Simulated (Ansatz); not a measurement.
AlBrH3NSi, SMILES `Br[SiH]1[NH][AlH]1` at its PBE0-D4/def2-TZVP geometry, where that method's forces vanish. Total charge 0; spin multiplicity 1.

```xyz
7

Br   -0.0273    1.4484    2.4167
Si    0.6923    0.3164    0.6164
N    -0.4682   -0.7768   -0.0879
Al   -0.3033    0.3618   -1.4492
H     1.9622   -0.2877    1.0975
H    -0.9186   -1.5984    0.2886
H    -0.9370    0.5363   -2.8822
```

What forces (eV/Å) does PBE-D4/def2-TZVPP give on these atoms in Ansatz? (An estimate is asked.)

Computed: 
```
Br1 -0.075  0.122  0.199
Si2  0.241  0.217  0.063
N3  -0.125 -0.145 -0.069
Al4  0.052  0.215 -0.270
H5   0.158 -0.086  0.058
H6  -0.174 -0.320  0.144
H7  -0.077 -0.002 -0.124
```
